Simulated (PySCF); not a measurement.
# How methods differ on the ionisation energy of Co

Co [Ar] 3d7 4s2 (4F) → Co⁺ [Ar] 3d8 (3F), as a difference of total energies. Computed with PySCF 2.14 in def2-TZVPPD, with the non-relativistic Hamiltonian (point nucleus). Correlated levels: valence: [Ar] frozen; valence and next inner shell: [Ne] frozen. The calculations carry no spin-orbit coupling.

```
                                method  ionisation energy (eV)  difference from reference (eV)
                                   UHF                   7.845                          -0.024
                                   LDA                   7.393                          -0.476
                                   PBE                   7.288                          -0.581
                                  PBE0                   7.388                          -0.481
                                r2SCAN                   7.377                          -0.492
                                revPBE                   7.164                          -0.705
                               wB97M-V                   7.333                          -0.536
                                M06-2X                   7.806                          -0.063
                                  MN15                   6.709                          -1.160
                         MP2 (valence)                   6.881                          -0.988
                     SCS-MP2 (valence)                   6.925                          -0.944
    MP2 (valence and next inner shell)                   6.513                          -1.356
SCS-MP2 (valence and next inner shell)                   6.673                          -1.196
```

Reference: 7.869 eV (measured; NIST levels, between the centres of gravity of the two terms).

These non-relativistic numbers lack the scalar-relativistic shift.

Errors of the correlated levels include the incompleteness of this basis and the frozen core.

MP2 underrates the near-degeneracy of ns² with np² in the lower species.
